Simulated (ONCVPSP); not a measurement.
What one change does to a pseudopotential (Al, ONCV)

| Item | Value |
| --- | --- |
| Element | aluminium |
| Generator | ONCVPSP 4.0.1 |
| Type | optimised norm-conserving Vanderbilt (ONCV) |
| Functional | LDA (Perdew-Zunger) |
| Relativity | scalar-relativistic |
| Frozen core | [Ne] |
| Valence charge | 3 |
| Reference configuration | 3s2 3p1 |
| Partial waves | 3s: rc 2.00 bohr, ncon 4, nbas 7, qcut 3.8 1/bohr, 2 projectors, debl 0.4 Ha; 3p: rc 2.60 bohr, ncon 3, nbas 8, qcut 2.7 1/bohr, 2 projectors, debl 3.7 Ha; d scattering state at 0.41 Ha: rc 2.15 bohr, ncon 4, nbas 8, qcut 4 1/bohr, 2 projectors, debl 1.6 Ha |
| Local potential | polynomial inside 1.95 bohr (lpopt 5, dvloc0 4 Ha) |
| Core correction | polynomial model core, fcfact 0.6 |

Change: p: rc 3.36.

Cutoffs: the cutoffs (Ha) at which the residual kinetic energy of the hardest occupied pseudo-wave falls to 1 and 0.1 mHa per electron; they do not see the model core or the augmentation charge, which bear on the density cutoff. Errors are all-electron minus pseudo energies relative to the spin-unpolarised reference configuration.

Problem. What does the change do?

Solution. The potential gets neither clearly harder nor softer (5.8 Ha and 9.2 Ha → 5.8 Ha and 9.2 Ha); of the 4 tests that both files solve, the error grows in 4 and shrinks in 0 by more than 15 % and 0.3 meV (median size 0.1 → 4.0 meV); neither file shows a bound ghost. More of the atom is replaced by a form fitted at one configuration, so other configurations suffer.

| quantity | base | changed |
| --- | --- | --- |
| cutoff, loose | 5.8 Ha | 5.8 Ha |
| cutoff, tight | 9.2 Ha | 9.2 Ha |
| loose cutoff by channel | s 5.8 Ha, p 2.1 Ha | s 5.8 Ha, p 2.1 Ha |
| bound ghosts | none | none |
| GHOST(+) flags under 300 eV | none | p at 95.1 eV |
| error for 3s2 3p0, meV [ΔE 5.85 eV] | 0.0 | +0.4 |
| error for 3s1 3p0, meV [ΔE 25.22 eV] | +2.3 | +4.1 |
| error for 3s2 3p0.5, meV [ΔE 2.13 eV] | 0.0 | -3.9 |
| error for 3s1 3p2, meV [ΔE 5.16 eV] | +0.1 | -7.9 |
| s: phases at 2.03 bohr within 0.05 rad from the reference energy up to (Ha; the scan ends near 5) | 2.7 | 2.7 |
| d: phases at 2.18 bohr within 0.05 rad from the reference energy up to (Ha; the scan ends near 5) | 3.1 | 3.1 |
| rms error of d²Exc/dni dnj with the model core, mHa | 0.26 | 0.26 |

Base: The cutoffs count occupied waves only; projector 2 of the d channel, the hardest unoccupied one, needs 20 Ha at the loose tolerance. Changed file: The cutoffs count occupied waves only; projector 2 of the p channel, the hardest unoccupied one, needs 28 Ha at the loose tolerance.
